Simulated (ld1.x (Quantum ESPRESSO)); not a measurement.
How hard is this Ce (Z = 58) TM potential?

ld1.x (Quantum ESPRESSO) 7.5 input, shortened:

```
&input
   title='Ce', zed=58., rel=1, dft='PBE', iswitch=3,
   config='[Xe] 4f1 5d1 6s0 6p0'
 /
 &inputp
   pseudotype=2, tm=.true., lloc=0,
   nlcc=.true., new_core_ps=.true., rcore=1.45
 /
4
5P  2  1   6.00   0.00  2.75  2.75  0.0
5D  3  2   1.00   0.00  2.60  2.60  0.0
4F  4  3   1.00   0.00  1.75  1.75  0.0
6S  1  0   0.00   0.00  3.30  3.30  0.0
 &test
   configts(1)='4f1 5p6 5d1 6s0 6p0'
 /
```

The pseudo-atom Hamiltonian at the reference potential is diagonalised in spherical Bessel functions j_l(qr) that vanish at 20 bohr, with q² up to the cutoff. All-electron valence levels (Ry): 5p -2.6412, 6p -0.7409, 5d -1.0918, 4f -1.3361, 6s -1.0116.

How do the lowest levels (Ry) of each channel move with the cutoff, and are there ghosts?

```
cutoff (Ry)     p #1     p #2     p #3     d #1     f #1     f #2     s #1     s #2  Σ f·Δε (mRy)
          8  -2.6216  -0.6770  -0.3111  -1.0553  -0.3127  -0.1687  -1.0111  -0.4323        1177.2
         12  -2.6401  -0.6770  -0.3111  -1.0895  -0.3128  -0.1687  -1.0113  -0.4325        1031.8
         18  -2.6408  -0.6770  -0.3111  -1.0917  -0.3130  -0.1689  -1.0115  -0.4325        1025.4
         30  -2.6411  -0.6770  -0.3111  -1.0918  -0.3136  -0.1693  -1.0116  -0.4325        1022.7
         40  -2.6412  -0.6770  -0.3111  -1.0918  -0.3148  -0.1702  -1.0116  -0.4325        1021.4
         50  -2.6412  -0.6770  -0.3111  -1.0918  -0.3210  -0.1758  -1.0116  -0.4325        1015.1
         60  -2.6412  -0.6770  -0.3111  -1.0918  -0.5000  -0.2869  -1.0116  -0.4325         836.2
         80  -2.6412  -0.6770  -0.3111  -1.0918  -1.1940  -0.3058  -1.0116  -0.4325         142.2
        110  -2.6412  -0.6770  -0.3111  -1.0918  -1.3312  -0.3066  -1.0116  -0.4325           5.0
        140  -2.6412  -0.6770  -0.3111  -1.0918  -1.3358  -0.3066  -1.0116  -0.4325           0.3
        180  -2.6412  -0.6770  -0.3111  -1.0918  -1.3360  -0.3066  -1.0116  -0.4325           0.2
        400  -2.6412  -0.6770  -0.3111  -1.0918  -1.3361  -0.3066  -1.0116  -0.4325           0.0
```

Result: no extra level below or beside the all-electron valence levels (p, d, f, s tested); 10 mRy is reached at 110 Ry and 1 mRy at 140 Ry.

1 of 7 tests not solved or not reliable.
